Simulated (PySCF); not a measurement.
**A small calculation by hand: oscillator strength and radiative lifetime**

CH₁₃NSi₄, SMILES [SiH3]NC[SiH2][SiH2][SiH3].

Geometry: PBE0-D3(BJ)/def2-SVP. The structure was generated by enumeration, and PubChem lists no compound with its InChIKey, so it may never have been made. Other conformers were not sampled.

TDA-PBE/def2-SVPD (PySCF 2.14.0) puts the first singlet state with f over 0.02 at 4.98 eV (vertical), with the transition dipole (-0.602, 0.132, 0.071) in atomic units.

Question: Find the oscillator strength, the wavelength and the radiative lifetime that this transition would have in vacuum if emission retraced absorption.

Answer: 
|μ|² = 0.3849 au, so |μ| = 1.58 D. ΔE = 4.98/27.211 = 0.1830 hartree. f = (2/3) ΔE |μ|² = 0.047 (the program prints 0.047).
λ = 1239.84/4.98 = 249 nm; ν = 40166 cm⁻¹.
Einstein's coefficient A = 0.6670 ν² f s⁻¹ (ν in cm⁻¹) = 5.1e7 s⁻¹, so τ = 1/A = 20 ns. This state is S5; the lower singlets have f = 0.003, 0.018, 0.016, 0.004. The figure is the radiative limit of this one transition; relaxation, internal conversion, crossing to triplets and a medium change what is measured.
